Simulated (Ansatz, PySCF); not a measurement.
4-fluoro-1,3-thiazole (C3H2FNS), SMILES Fc1cscn1.

The structure is a stationary point at r2SCAN-D4/def2-SVP.

Vertical ionisation energy (IE) and electron affinity (EA) in eV. Rows of orbital energies are one-electron estimates. Where ΔSCF, EOM or ADC give a negative EA the extra electron is unbound and the value depends on the basis.

```tsv
level	IE	EA
−ε(HOMO), −ε(LUMO), M06-2X/def2-TZVP (PySCF)	8.41	0.32
−ε(HOMO), −ε(LUMO), PBE/def2-TZVP (PySCF)	…	…
ΔSCF, PBE0/def2-SVPD (Ansatz), final states of multiplicity 2 and 2	9.52	-0.69
ΔSCF, PBE/def2-SVPD (Ansatz), final states of multiplicity 2 and 2	9.43	-0.77
```

Q: Some entries are withheld; supply them. (The exact figures need the calculation; the answer reports its results.)

A: 
- −ε(HOMO), −ε(LUMO), PBE/def2-TZVP (PySCF), IE: 6.17
- −ε(HOMO), −ε(LUMO), PBE/def2-TZVP (PySCF), EA: 2.07

Q: What vertical singlet–triplet gap does ΔSCF give with PBE0/def2-SVPD (Ansatz, a quantum-chemistry and plane-wave program) and with PBE/def2-SVPD (Ansatz)? (An estimate is asked for; the answer gives what the named calculation found.)

A: 3.55 and 3.62 eV (triplet above singlet where positive).
